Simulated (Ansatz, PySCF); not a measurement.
Process, species as SMILES: N[Si](Cl)(Cl)Cl → N[Si](Cl)Cl + Cl atom (the Cl-Si bond at the site shown breaks; other sites are not compared here)
Each molecule is optimised on its own at B3LYP-D3(BJ)/def2-TZVP (Ansatz, a first-principles code), one conformer each, not searched for the lowest. Frequencies are from Ansatz.
Geometry of the first species:
```
Si
N 1 1.6862
H 2 1.0075 1 121.09
H 2 1.0075 3 112.95 1 -155.52
Cl 1 2.0424 2 108.29 3 163.61
Cl 1 2.0424 2 108.29 3 42.85
Cl 1 2.0541 2 115.20 3 -76.77
```
Charge 0, spin multiplicity 1.

Wanted: bond dissociation energy (0 K, with B3LYP-D3(BJ) harmonic zero-point energies), in kcal/mol. Correlated levels leave the core frozen unless marked. Open shells are spin-unrestricted. No spin-orbit coupling. No relativistic terms. Basis-set limits of correlation are two-point, X^-3; Hartree-Fock from the larger set. The bracket is a focal-point correction in the basis named.

| level | program | bond dissociation energy (kcal/mol) |
|---|---|---|
| SVWN5/def2-TZVPD | Ansatz | (withheld) |
| BLYP/def2-TZVPD | Ansatz | 98.1 |
| r2SCAN-D3(BJ)/def2-TZVPD | Ansatz + dftd3 | (withheld) |
| PBE0/6-31G* | Ansatz | 103.8 |
| M06-2X/def2-TZVPD | PySCF | (withheld) |
| CAM-B3LYP-D3(BJ)/def2-TZVPD | Ansatz + dftd3 | (withheld) |
| RPA@PBE/cc-pV(Q+d)Z | Ansatz | 101.1 |
| SCS-MP2/6-31G | Ansatz | 63.8 |
| CCSD(T) with core electrons (1s frozen past Ne)/cc-pwCVTZ | Ansatz | 108.6 |
| RI-MP2/CBS(cc-pV(T+d)Z,cc-pV(Q+d)Z)+[CCSD(T)-MP2]/cc-pV(T+d)Z | Ansatz | 112.9 |

Problem. Some entries are withheld; supply them.

Solution. 
- SVWN5/def2-TZVPD, bond dissociation energy (kcal/mol): 121.8
- r2SCAN-D3(BJ)/def2-TZVPD, bond dissociation energy (kcal/mol): 107.9
- M06-2X/def2-TZVPD, bond dissociation energy (kcal/mol): 109.4
- CAM-B3LYP-D3(BJ)/def2-TZVPD, bond dissociation energy (kcal/mol): 106.7
